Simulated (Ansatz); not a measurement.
The cluster V₄O₃. The state is a singlet with charge 0. Geometry PBE-D4/def2-SVP; atoms count from 1.

```xyz
7

V    -1.4192   -0.3031    0.7327
V     0.6572   -0.1114    1.4827
V     0.2464   -1.0419   -0.7022
V     0.1066    1.2340   -0.3244
O     0.6226    0.3387   -1.8097
O     1.4131   -1.4701    0.5690
O    -1.6267    1.3539    0.0519
```

The restricted singlet is unstable towards broken spin symmetry at other levels; at PBE0-D4/def2-TZVP this wasn't settled. No other spin state of charge 0 was run. The geometry of the singlet was relaxed on an unsound state (restricted singlet, unstable towards broken spin symmetry at other levels and untested here). Another isomer (singlet) lies 0.04 eV lower at PBE-D4/def2-TZVP; other spin states weren't run for this one.

(1) Estimate the Mulliken populations from the PBE0/def2-TZVP orbitals of Ansatz.

(2) And the Mayer bond orders between bonded heavy atoms (over 0.3)?

Answers

(1) 
| atom | charge (e) | d electrons |
| --- | --- | --- |
| V1 | 0.35 | 3.68 |
| V2 | 0.35 | 3.68 |
| V3 | 0.67 | 3.48 |
| V4 | 0.67 | 3.48 |
| O5 | -0.72 | – |
| O6 | -0.66 | – |
| O7 | -0.66 | – |
Mulliken values and Mayer orders depend strongly on the basis.

(2) V1–V2 1.81 (2.22 Å); V1–V3 1.56 (2.32 Å); V1–V4 0.72 (2.41 Å); V1–O7 0.99 (1.80 Å); V2–V3 0.72 (2.41 Å); V2–V4 1.56 (2.32 Å); V2–O6 0.99 (1.80 Å); V3–V4 1.05 (2.31 Å); V3–O5 0.94 (1.81 Å); V3–O6 1.04 (1.78 Å); V4–O5 0.94 (1.81 Å); V4–O7 1.04 (1.78 Å).
